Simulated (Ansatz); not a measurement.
```xyz
9

Cl   -0.174    2.471    0.270
Si    0.192    1.114   -1.227
S     1.325   -0.545   -0.535
Ge    0.064   -1.221    1.158
Cl   -1.959   -1.528    0.491
H     1.033    1.757   -2.259
H    -1.120    0.697   -1.760
H     0.006   -0.171    2.268
H     0.632   -2.574    1.594
```

Charge 0, multiplicity 1.

Task: List the PBE/def2-TZVPP orbital energies in eV (Ansatz 0.2.0). (An estimate is asked.)

Result: The calculation gave: Occupied: -10805.90, -2739.17, -2739.01, -2396.11, -1781.19, -1339.20, -1192.64, -1192.62, -1192.59, -249.76, -249.57, -209.09, -190.44, -190.29, -190.28, -190.28, -190.10, -190.09, -163.81, -155.21, -155.15, -155.03, -138.80, -115.31, -115.25, -115.16, -95.59, -95.53, -95.47, -31.13, -31.10, -31.02, -30.99, -30.97, -20.82, -20.46, -18.35, -14.18, -13.03, -10.11, -10.05, -9.89, -9.60, -8.98, -8.73, -7.89, -7.77, -7.70, -7.57, -6.78. Lowest empty: -1.72, -1.40, -0.90, -0.27, -0.24, 0.09, 0.54, 1.68.
